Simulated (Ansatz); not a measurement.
Relaxation of AlClH₅NO (9 atoms, charge 0, multiplicity 1), to a largest force component of 0.03 eV/Å in at most 50 steps.

Computed with Ansatz, RHF/def2-SVP.

```xyz
9
Properties=species:S:1:pos:R:3:forces:R:3
Al -0.004 0.621 -0.341 0.03 1.08 0.65
H -0.243 -0.208 2.282 -0.18 -1.56 0.34
Cl 1.754 -0.429 -0.827 0.01 -0.01 0.00
N -1.551 0.079 -0.958 0.05 0.02 0.02
H -1.695 -0.743 -1.510 0.00 0.00 0.00
H -2.420 0.552 -0.802 0.00 0.00 0.00
O 0.098 2.071 0.609 -0.03 -0.84 -0.93
H 0.883 2.539 0.838 0.00 0.00 0.00
H -0.164 0.487 2.143 0.14 1.31 -0.08
```

Q: Where does it end, and by what steps?

A: The forces met the threshold. The force dipped under the threshold on the way, but the program's further checks kept it going. After 30 steps the energy has fallen by 0.155 eV; H2 moved furthest, 1.24 Å.

| step | energy less start (eV) | largest force component (eV/Å) | accepted |
| --- | --- | --- | --- |
| 0 | 0.0000 | 1.556 | yes |
| 2 | -0.1213 | 0.671 | yes |
| 4 | -0.1390 | 0.362 | yes |
| 6 | -0.1468 | 0.086 | yes |
| 8 | -0.1482 | 0.262 | yes |
| 10 | -0.1499 | 0.020 | yes |
| 12 | -0.1503 | 0.061 | yes |
| 14 | -0.1507 | 0.055 | yes |
| 16 | -0.1510 | 0.076 | yes |
| 18 | -0.1505 | 0.322 | no |
| 20 | -0.1522 | 0.172 | yes |
| 22 | -0.1530 | 0.006 | yes |
| 24 | -0.1529 | 0.179 | no |
| 26 | -0.1541 | 0.049 | yes |
| 28 | -0.1543 | 0.070 | yes |
| 30 | -0.1545 | 0.023 | yes |

```xyz
9
Properties=species:S:1:pos:R:3
Al -0.018 0.627 -0.671
H -0.082 0.006 3.488
Cl 1.732 -0.297 -1.393
N -1.577 0.138 -1.299
H -1.723 -0.577 -1.985
H -2.452 0.535 -1.016
O 0.085 1.831 0.499
H 0.824 2.242 0.910
H -0.132 0.463 2.899
```

Time of the run: 42 s on 1 thread of Intel(R) Xeon(R) Platinum 8488C (Sapphire Rapids), on a shared host, peak memory 0.17 GiB.
